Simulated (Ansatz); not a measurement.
Abridged output of a molecular run in Ansatz:

```
Functional definition: HF
  name "HF"
  cite "Fock, Z. Phys. 61, 126 (1930) doi:10.1007/BF01340294"
  parent pbe
  exchange = exact_x
  correlation = 0
1376 factors; integrals over basis functions are off by at most 7.6e-4 eV
mean field evaluation 1: about -10009.5527 eV, gradient 9.1e1 eV
mean field evaluation 2: about -10009.8523 eV, gradient 9.2e1 eV
mean field evaluation 4: about -10023.4851 eV, gradient 1.5e1 eV
mean field evaluation 8: about -10023.9088 eV, gradient 1.5e0 eV
mean field evaluation 16: about -10023.9150 eV, gradient 7.3e-6 eV
mean field -10023.91503356 eV, -368.3720830298 hartree, gradient 7.3e-6 eV, S^2 0.000000; 0 other end points of the search recorded, 0 dependent functions left out
4 core orbitals not correlated: weight in the atoms' cores, before any rotation towards them, 1.000 or more for the frozen orbitals, at most 0.000 for the correlated occupied ones
reference -10023.91503356 eV, -368.3720830298 hartree; 20, 20 occupied and 184, 184 virtual orbitals, 1376 factors
second order -43.04224876 eV of doubles, -0.00000000 eV of singles
cycle   1  -37.61085623 eV  change     5.4e0 eV  update   3.5e-1
cycle   2  -40.09605378 eV  change    -2.5e0 eV  update   2.7e-1
cycle   3  -40.51253876 eV  change   -4.2e-1 eV  update   4.8e-2
cycle   4  -40.55299474 eV  change   -4.0e-2 eV  update   2.4e-2
cycle   5  -40.51682623 eV  change    3.6e-2 eV  update   6.7e-3
cycle   6  -40.51749046 eV  change   -6.6e-4 eV  update   2.4e-3
cycle   7  -40.51757755 eV  change   -8.7e-5 eV  update   1.1e-3
cycle   8  -40.51626150 eV  change    1.3e-3 eV  update   4.1e-4
cycle   9  -40.51652452 eV  change   -2.6e-4 eV  update   1.6e-4
cycle  10  -40.51679433 eV  change   -2.7e-4 eV  update   6.5e-5
cycle  11  -40.51672210 eV  change    7.2e-5 eV  update   3.4e-5
cycle  12  -40.51666386 eV  change    5.8e-5 eV  update   1.7e-5
cycle  13  -40.51671947 eV  change   -5.6e-5 eV  update   6.3e-6
cycle  14  -40.51669945 eV  change    2.0e-5 eV  update   3.1e-6
perturbative correction -2.43328851 eV, -0.0894217033 hartree
Total energy: -10066.86502152 eV, -369.9504659745 hartree
```

Its atoms:

Cartesian coordinates in Å:
```
O -1.077 0.659 -1.441
Mo -0.362 0.079 -0.041
O -1.532 -0.092 1.146
O 0.935 1.283 0.562
O 0.422 -1.578 -0.409
H 1.287 1.993 0.019
H 0.328 -2.344 0.163
```

Task: Which basis set was used?
A. def2-QZVPP
B. def2-TZVPP
C. cc-pV(Q+d)Z
D. def2-SVPD

Result: B. It gives 208 functions.

Task: Write the keys of the input that set method, charge and spin (a neutral closed shell needs none for the last two).

Result: 
```yaml
correlation: {method: ccsd_t}
```
